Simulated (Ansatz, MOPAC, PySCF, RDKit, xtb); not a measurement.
Dimer: SiH4 (SMILES [SiH4]) (first 5 atoms) with C2H6 (SMILES CC); geometry from B3LYP-D3(BJ)/def2-TZVP, rigid monomers moved along the line of their centres of mass till Si1···C7 is 5.25 Å.
(charge 0, multiplicity 1):
```xyz
13

Si    -0.26225    -0.05829     0.21814
H     -0.04980     1.27412     0.82570
H     -1.64617    -0.50910     0.48458
H      0.69437    -1.02383     0.80310
H     -0.04378     0.02656    -1.24400
C      1.05392     0.29327     5.65683
C     -0.39380    -0.14654     5.46128
H      1.55014     0.46285     4.69956
H      1.62834    -0.46239     6.19628
H      1.11227     1.22229     6.22729
H     -0.96941     0.60873     4.92241
H     -0.89062    -0.31590     6.41860
H     -0.45327    -1.07656     4.89239
```

| level | interaction energy (meV) | cost |
|---|---|---|
| MMFF94 | -11.2 | - |
| UFF | -17.6 | - |
| GFN-FF | -14.2 | - |
| AM1 | 0.3 | - |
| PM6 | 1.1 | - |
| GFN2-xTB | -16.7 | - |
| HF/6-31G* | -0.2 | - |
| PBE-D4/def2-TZVPPD | -16.0 | ×1 |
| BP86/6-31G* (no counterpoise) | 3.3 | - |
| r2SCAN/def2-TZVPPD | -3.5 | ×2 |
| r2SCAN-D4/def2-TZVPPD | -11.4 | ×2 |
| B3LYP/6-31G* (no counterpoise) | -0.7 | - |
| B3LYP/6-311+G** (no counterpoise) | 3.4 | - |
| B3LYP/def2-TZVPPD | 3.8 | ×1 |
| PBE0-D4/def2-TZVPPD | -14.9 | ×1 |
| M06-2X/6-31G* (no counterpoise) | -10.1 | - |
| wB97X-V/def2-TZVPPD | -11.2 | ×3 |
| SCS-MP2/aug-cc-pV(D+d)Z | -8.2 | - |
| CCSD/aug-cc-pV(D+d)Z | -9.7 | - |
| CCSD(T)/aug-cc-pV(D+d)Z | -11.1 | ×8 |

The rows run from -17.6 (UFF) to 3.8 meV (B3LYP/def2-TZVPPD). The dispersion term adds -7.9 in r2SCAN-D4. The 3 functionals in def2-TZVPPD without D3 or D4 span 15.1, from wB97X-V to B3LYP.

Interaction energies are E(AB) − E(A) − E(B) at the monomers' geometry in the complex; basis-set methods are counterpoise corrected. Rows marked so take none. RDKit's UFF carries no charges.

Correlated levels freeze the cores. Rows in 6-311+G**, 6-31G* carry no dispersion term and start afresh at each structure (6-31G* with six Cartesian d functions). The state reached by AM1, PM6 isn't checked.

Codes used: Ansatz (Gaussian orbitals); MOPAC for AM1, PM6 (differences of heats of formation); PySCF for 6-311+G** rows, 6-31G* rows, the dispersion terms; RDKit for the force fields; xtb for the GFN methods. 

Costs are rough ratios of core time to PBE/def2-TZVPPD (about 8 s over the structures, on one shared machine); a dash marks a level with no comparable run of its own.

Ansatz is a first-principles code.
